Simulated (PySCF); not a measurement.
```xyz
6
charge -1 multiplicity 1, angstrom
Te    0.0000    0.0000   -0.0197
H     0.0000    0.0000    1.6379
H     1.8928    0.0000    0.2262
H     0.0000    1.8928    0.2262
H    -1.8928    0.0000    0.2262
H     0.0000   -1.8928    0.2262
```

Level of theory: PySCF, PBE0, basis Te def2-TZVPD with ECP28, H def2-TZVPD (scalar-relativistic core potentials, no spin–orbit coupling, density fitting).

This geometry of TeH₅⁻ is a stationary point at this level.

Question: What is the point group?

Answer: C4v.

Question: Is it a minimum?

Answer: Yes: all harmonic wavenumbers are real.

Question: List the harmonic modes with their infrared intensities.

Answer: 
```json
{"symmetry": "b2", "ω (cm⁻¹)": "573", "IR (km/mol, summed over degenerate members)": "0.0", "type": "bend"}
{"symmetry": "e", "ω (cm⁻¹)": "597", "IR (km/mol, summed over degenerate members)": "389", "type": "bend"}
{"symmetry": "b1", "ω (cm⁻¹)": "771", "IR (km/mol, summed over degenerate members)": "0.0", "type": "bend"}
{"symmetry": "a1", "ω (cm⁻¹)": "818", "IR (km/mol, summed over degenerate members)": "207", "type": "bend"}
{"symmetry": "e", "ω (cm⁻¹)": "943", "IR (km/mol, summed over degenerate members)": "1408", "type": "bend"}
{"symmetry": "e", "ω (cm⁻¹)": "1100", "IR (km/mol, summed over degenerate members)": "5812", "type": "stretch"}
{"symmetry": "a1", "ω (cm⁻¹)": "1397", "IR (km/mol, summed over degenerate members)": "11.0", "type": "stretch"}
{"symmetry": "b1", "ω (cm⁻¹)": "1435", "IR (km/mol, summed over degenerate members)": "0.0", "type": "stretch"}
{"symmetry": "a1", "ω (cm⁻¹)": "2070", "IR (km/mol, summed over degenerate members)": "19.5", "type": "stretch"}
```

Question: What are the dipole moment and the gap between the highest occupied and lowest empty levels?

Answer: 1.44 D about the centre of mass and 3.62 eV.

In C4v the vibrations span b2 + 3e + 2b1 + 3a1. The b1, b2 modes carry no infrared intensity, as symmetry demands.

Only a few start shapes were tried, so a lower isomer may exist. The lowest empty level of this anion is unbound, so it and the gap depend on the basis.
